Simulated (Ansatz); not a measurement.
Start from `[CH3][InH][CH2]O` and change one atom or group to get `[CH3][InH][CH2][SiH3]`.

Ansatz, PBE0-D4/def2-TZVP geometries, multiplicity 1. Each molecule was computed in one conformer, which needn't be the lowest.

Elements past krypton have def2 core potentials.

| property | `[CH3][InH][CH2]O` |
| --- | --- |
| LUMO energy (ωB97M-V/def2-TZVPP) / eV | 0.02 |
| LUMO energy (PBE0/def2-TZVPP) / eV | -1.36 |
| HOMO–LUMO gap (ωB97M-V/def2-TZVPP) / eV | 8.67 |
| HOMO energy (PBE/def2-TZVPP) / eV | -5.18 |
| size of the dipole moment (B3LYP/def2-TZVPP) / D | 1.33 |
| size of the dipole moment (ωB97M-V/def2-TZVPP) / D | 1.38 |

Problem. Give the same properties after the change, and the shifts. (Best estimate.)

Solution. The calculation gave: 
```csv
property,`[CH3][InH][CH2][SiH3]`,shift
LUMO energy (ωB97M-V/def2-TZVPP) / eV,0.01,-0.01
LUMO energy (PBE0/def2-TZVPP) / eV,-1.41,-0.05
HOMO–LUMO gap (ωB97M-V/def2-TZVPP) / eV,9.43,0.76
HOMO energy (PBE/def2-TZVPP) / eV,-6.18,-1.00
size of the dipole moment (B3LYP/def2-TZVPP) / D,1.21,-0.12
size of the dipole moment (ωB97M-V/def2-TZVPP) / D,1.23,-0.15
```

With PBE0 the HOMO falls by 0.85 eV and the LUMO falls by 0.05 eV, so the gap widens by about 0.80 eV. PBE moves the HOMO by -1.00 eV and ωB97M-V by -0.77 eV. Dipoles are sizes alone; their direction can turn.

B3LYP here is the variant with VWN-RPA as its local correlation; programs differ in this.
